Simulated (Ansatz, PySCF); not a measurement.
System: sum formula SiBr₂F (charge 0, doublet). It need not be the lowest isomer of its formula. 
Geometry from a B3LYP-D3(BJ)/def2-TZVP (Ansatz, a program for electronic structure) optimisation:
```xyz
4

Si    -0.0162    -0.8549     0.1653
F     -0.1174    -1.7713    -1.1393
Br    -1.8226     0.4538     0.2174
Br     1.8593     0.3437     0.0094
```
Charge 0, spin multiplicity 2.

Total electronic energies in hartree. Valence correlation only, unless marked. Open shells are spin-unrestricted. Spin-orbit coupling is left out. Frozen are the shells of the preceding noble gas and the d and f shells that filled before the atom's block. Non-relativistic. Basis-set limits of correlation are two-point, X^-3; Hartree-Fock from the larger set. The bracket is a focal-point correction in the basis named.

```tsv
level	program	energy (Eh)
HF/def2-QZVPP	Ansatz	-5533.50244
HF-D4/def2-TZVPD	PySCF + dftd4	-5533.40781
PBE/def2-TZVPD	Ansatz	-5536.80952
PBE-D4/def2-TZVPD	Ansatz + dftd4	-5536.81500
BLYP-D4/def2-TZVPD	Ansatz + dftd4	-5537.87817
r2SCAN/def2-TZVPD	Ansatz	-5537.73020
r2SCAN-D3(BJ)/def2-TZVPD	Ansatz + dftd3	-5537.73144
PBE0/6-31G*	Ansatz	-5536.32532
PBE0/def2-SVP	Ansatz	-5536.14825
PBE0-D4/def2-TZVPD	Ansatz + dftd4	-5537.01559
PBE0/def2-TZVP	Ansatz	-5537.00921
BHLYP/def2-TZVPD	Ansatz	-5537.76796
TPSSh/def2-TZVPD	PySCF	-5537.65777
HSE06/def2-TZVPD	Ansatz	-5537.00987
CAM-B3LYP-D4/def2-TZVPD	Ansatz + dftd4	-5538.05942
B2GP-PLYP-D4/def2-TZVPD	Ansatz + dftd4	-5536.46830
B2GP-PLYP/def2-TZVPD	Ansatz	-5536.46595
RI-MP2/CBS(def2-TZVPP,def2-QZVPP)	Ansatz	-5534.2798
CCSD/STO-3G	Ansatz	-5473.11955
CCSD/def2-TZVPP	Ansatz	-5534.07915
CCSD(T)/6-31G*	Ansatz	-5533.19201
RI-MP2/CBS(def2-TZVPP,def2-QZVPP)+[CCSD(T)-MP2]/def2-SVP	Ansatz	-5534.3180
RI-MP2/CBS(def2-TZVPP,def2-QZVPP)+[CCSD(T)-MP2]/def2-TZVPP	Ansatz	-5534.3372
```

Totals of different functionals don't rank their quality; only differences between species are comparable.
